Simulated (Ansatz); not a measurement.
Isolated molecules relaxed with PBE0-D4/def2-TZVP in Ansatz; ΔE leaves out vibrations. CCSD(T)/CBS adds triple-zeta CCSD(T) − MP2 to the extrapolated MP2 energy (def2 sets, frozen cores). DFT in def2-TZVPP. For Ge outer-core shells are correlated without core-valence functions, which leaves a few kJ/mol of doubt a bond. Scalar relativity is left out up to krypton. Each species was taken in one conformer, which may not be the lowest.

Consider the redistribution: `[SiH3][AlH][SiH]1CO1` + `Cl[SiH2][GeH3]` → `[Cl][AlH][SiH]1CO1` + `[SiH3][SiH2][GeH3]`.

```tsv
level	ΔE (kcal/mol)
LC-ωPBE	-18.4
SCS-MP2/def2-TZVPP	-18.8
MP2/def2-QZVPP	-19.2
CCSD/CBS(def2)	-18.5
```

Problem. What does CCSD(T)/CBS give? (Best estimate.)

Solution. Computed: -18.5 kcal/mol. The listed levels differ from it by 0.1, -0.3, -0.7, 0.0 kcal/mol.

Largest T1 diagnostic among the species: 0.016.

From BLYP to BHLYP (50 % exact exchange), in def2-TZVPP and without D4, ΔE moves by −0.8 kcal/mol. Leaving LDA and LC-ωPBE aside and taking each functional with its dispersion term where it has one, the values, not all of them listed here, spread over 1.8 kcal/mol, from B97M-V to PBE-D4.

CCSD(T)/CBS has its own doubt, a few kJ/mol and more with outer-core shells, so smaller differences from it don't rank the levels.
